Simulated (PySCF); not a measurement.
How methods differ on the ionisation energy of Ta(57+)

Ta(57+) [Ne] 3s2 3p4 (3P) → Ta(58+) [Ne] 3s2 3p3 (4S), as a difference of total energies. All numbers are calculated (PySCF 2.14, the spin-free X2C one-electron Hamiltonian (Gaussian nucleus), in an even-tempered Gaussian basis (17 s from 14 bohr⁻², ratio 2.5; 12 p from 18 bohr⁻², ratio 2.5; 4 d from 76 bohr⁻², ratio 2.7; 4 f from 110 bohr⁻², ratio 2.7)). Correlated levels: outer shells: 1s2 frozen; virtual orbitals above 40 to 60 times the deepest correlated orbital energy dropped. The calculations carry no spin-orbit coupling.

```csv
method,ionisation energy (eV)
UHF,5874.4
LDA,5877.1
PBE,5878.5
PBE0,5878.0
r2SCAN,5877.7
B2PLYP,5877.3
r2SCANh,5877.6
MP2 (outer shells),5875.7
SCS-MP2 (outer shells),5875.7
```

Spin-orbit coupling is strong in these open shells (close to jj coupling). The scalar numbers leave it out and a first-order estimate fails, so it can dominate the gap to the real levels.

The ground level that NIST lists for one species does not belong to the high-spin term computed here, so part of any gap is the choice of state.

Breit and QED terms and the two-electron picture change are absent.

For comparison: 5785 ± 6 eV (theoretical estimate listed by NIST; NIST Atomic Spectra Database, ionization energies).
